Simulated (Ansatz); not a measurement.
`OB1C=N[SiH2]1` and `[OH][Al]1[CH]=N[SiH2]1` differ in one element.

Ansatz, PBE0-D4/def2-TZVP geometries, multiplicity 1. Each molecule was computed in one conformer, which needn't be the lowest.

```csv
property,`OB1C=N[SiH2]1`
size of the dipole moment (ωB97M-V/def2-TZVPP) / D,3.09
HOMO energy (PBE0/def2-TZVPP) / eV,-7.07
"ideal-gas entropy at 298 K and 1 bar (rigid rotor, harmonic PBE0-D4/def2-TZVP) / J/(mol·K)",314
HOMO energy (ωB97M-V/def2-TZVPP) / eV,-9.40
HOMO–LUMO gap (ωB97M-V/def2-TZVPP) / eV,9.65
LUMO energy (PBE/def2-TZVPP) / eV,-3.01
```

Task: What does the change do to each property? (Best estimate.)

Result: Ansatz gave: 
```tsv
property	`[OH][Al]1[CH]=N[SiH2]1`	shift
size of the dipole moment (ωB97M-V/def2-TZVPP) / D	2.60	-0.49
HOMO energy (PBE0/def2-TZVPP) / eV	-6.46	0.61
ideal-gas entropy at 298 K and 1 bar (rigid rotor, harmonic PBE0-D4/def2-TZVP) / J/(mol·K)	341	27
HOMO energy (ωB97M-V/def2-TZVPP) / eV	-8.63	0.77
HOMO–LUMO gap (ωB97M-V/def2-TZVPP) / eV	8.85	-0.80
LUMO energy (PBE/def2-TZVPP) / eV	-2.63	0.38
```

With PBE0 the HOMO rises by 0.61 eV and the LUMO rises by 0.27 eV, so the gap narrows by about 0.34 eV. PBE moves the HOMO by 0.35 eV and ωB97M-V by 0.77 eV. Dipoles are sizes alone; their direction can turn.
